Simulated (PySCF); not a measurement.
# Reading the logs of faulty runs: CH7NSi

Calculated results; nothing here was measured. The program is PySCF 2.14.0, an open-source quantum chemistry code, run on an isolated molecule that a program drew, which may never have been made. The molecule is CH7NSi (charge 0, singlet), drawn as the SMILES string `CN[SiH3]`.

Each row is a Hartree-Fock (HF) and frozen-core CCSD(T) single point in the cc-pV(D+d)Z basis, meant for a local HF minimum. Run 1 is clean. Each other run has one planted mistake out of seven kinds, and not every kind appears here: one electron removed, one electron added, multiplicity raised by two, geometry at a saddle point, minimal basis STO-3G, one bond length entered in bohr, all coordinates scaled. The reference is restricted for singlets and unrestricted otherwise, and also for a bond in bohr. Adding or removing an electron swaps singlet and doublet. Electrons count all cores. HOMO and LUMO are orbital energies over both spins, the gradient is its largest component, and the lowest frequency (negative if imaginary) is given only where the gradient is small. Bond lengths are over the 9 bonds as drawn. T1 is the CCSD diagnostic: over 0.02 (restricted) or 0.045 (unrestricted) a single reference is doubtful.

Geometry of the clean run:
```xyz
10
CH7NSi, angstrom
C     0.2840    1.2905   -0.4941
N    -0.8845    1.2561    0.3651
Si   -2.0925    2.4791    0.4150
H     0.0284    1.7607   -1.4459
H     1.1248    1.8479   -0.0649
H     0.6286    0.2784   -0.7178
H    -0.7378    0.7282    1.2043
H    -1.6223    3.8064    0.8974
H    -3.1578    2.0130    1.3314
H    -2.6334    2.6862   -0.9487
```

```
run  electrons  basis functions  <S^2>  HOMO (eV)  LUMO (eV)  gradient (hartree/bohr)  lowest frequency (cm^-1)  mean bond (Å)  longest bond (Å)      T1  HF (hartree)  CCSD(T) (hartree)                 mistake
  1         34               86  0.000     -10.05       4.26                  1.9e-05                       131         1.3227             1.720  0.0095    -385.34108         -385.82441                no fault
  2         35               86  0.757       3.55       9.33                  4.3e-02                         -         1.3227             1.720  0.0253    -385.19630         -385.70480      one electron added
  3         34               86  0.000      -9.96       4.03                  4.0e-02                         -         1.4007             1.821  0.0107    -385.31312         -385.80691  all coordinates scaled
  4         33               86  0.764     -18.23      -5.88                  8.4e-02                         -         1.3227             1.720  0.0223    -385.05235         -385.50017    one electron removed
  5         34               26  0.000      -7.53      13.62                  2.9e-02                         -         1.3227             1.720  0.0060    -380.82257         -381.00817                       ?
```

**Which mistake was planted in run 5, and what did it cost?**

It has 26 basis functions where the clean run has 86, with the same electrons and geometry. So the mistake is: minimal basis STO-3G. Subtracting run 1 and multiplying by 627.51 kcal/mol a hartree, the energy moved by 2835.4 kcal/mol in HF and 3022.2 kcal/mol in CCSD(T).

Cautions from the logs. Run 2: the HOMO is above zero, so the electron isn't bound and the energy depends on the basis.
